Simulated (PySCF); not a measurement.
Members of one family of related compounds. The calculation used TDDFT B3LYP/def2-SVPD, vertical, gas phase, core orbitals frozen in the response in PySCF. Geometries: GFN2-xTB; one conformer of each isolated species. Triplets are in the Tamm–Dancoff approximation.

Question: Rank by computed HOMO–LUMO gap, highest first.
A. `[SiH3]C[SiH]1CC=CC1`
B. `C=N[SiH]1CC=CC1`
C. `CS[SiH]1CC=CC1`
D. `FC(F)[SiH]1CC=CC1`
E. `[SiH3]O[SiH]1CC=CC1`

Answer: D (7.25 eV), A (7.00 eV), E (6.76 eV), C (6.40 eV), B (5.57 eV).

```tsv
SMILES	gap (eV)	f (S1)	first f ≥ 0.01 (nm)	HOMO (eV)	T1 (eV)	S1 mainly
FC(F)[SiH]1CC=CC1	7.25	0.004	176	-7.16	4.53	H→L+1 (99%)
[SiH3]C[SiH]1CC=CC1	7.00	0.002	189	-6.80	4.52	H→L (68%)
[SiH3]O[SiH]1CC=CC1	6.76	0.002	180	-6.86	4.52	H→L (97%)
CS[SiH]1CC=CC1	6.40	0.003	206	-6.47	4.52	H→L (97%)
C=N[SiH]1CC=CC1	5.57	0.000	206	-6.72	3.41	H-1→L (99%)
```

H and L stand for HOMO and LUMO.
